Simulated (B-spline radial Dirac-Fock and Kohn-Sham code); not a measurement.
# N 1s: cross section and angular parameters

System: the N atom, configuration [He] 2s2 2p3; threshold 409.9 eV (tabulated edge). Calculated with a radial finite-basis atomic code, using Dirac-Hartree-Slater photoionisation with a Latter tail; cross sections with all multipoles, angular parameters from the dipole term and its interference with E2.

The run's input, task.json:

```json
{"items": [{
  "Z": 7,
  "q": 0,
  "cfg": [[1, 0, 2], [2, 0, 2], [2, 1, 3]],
  "A": 14,
  "rrms": 2.5582,
  "do": "xps",
  "hv": [51.0, 52.6, 60, 66.5, 150, 200, 251.0, 269.0, 402.0, 589.0, 623.0, 810.0, 888.0, 941.0, 1190.0, 1253.6, 1290.0, 1486.9, 2000, 2160.0, 3550.0, 4360.0, 4680.0, 5414.7, 6540.0, 8010.0, 8590.0, 9860.0, 11100.0, 12000],
  "edges": {"K": 409.9}
}]}
```

Launch: `python xray2_run.py task.json out`

For linearly polarised light dσ/dΩ = σ/(4π) [1 + β P₂(cos θ) + (δ + γ cos²θ) sin θ cos φ], with θ from the polarisation vector and φ the angle between the beam and the projection of the electron momentum on the plane normal to the polarisation.

| hν (eV) | σ (kb) | β | γ |
| --- | --- | --- | --- |
| 589 | 300 | 2.000 | 0.185 |
| 623 | 261 | 2.000 | 0.215 |
| 810 | 132 | 2.000 | 0.352 |
| 888 | 104 | 2.000 | 0.399 |
| 941 | 88.7 | 2.000 | 0.429 |
| 1190 | 46.6 | 2.000 | 0.555 |
| 1253.6 | 40.3 | 2.000 | 0.583 |
| 1290 | 37.2 | 2.000 | 0.599 |
| 1486.9 | 25.0 | 2.000 | 0.680 |
| 2000 | 10.7 | 2.000 | 0.858 |
| 2160 | ? | ? | ? |
| 3550 | 1.94 | 2.000 | 1.259 |
| 4360 | 1.04 | 2.000 | 1.426 |
| 4680 | 0.837 | 2.000 | 1.486 |
| 5414.7 | 0.535 | 2.000 | 1.618 |
| 6540 | 0.298 | 2.000 | 1.801 |
| 8010 | 0.158 | 2.000 | 2.017 |
| 8590 | 0.127 | 2.000 | 2.096 |
| 9860 | 0.0819 | 2.000 | 2.260 |
| 11100 | 0.0561 | 2.000 | 2.410 |
| 12000 | 0.0438 | 2.000 | 2.512 |

Q: Give the values at 2160 eV.

A: σ = 8.51 kb, β = 2.000, γ = 0.907. For an s subshell δ is negligible.
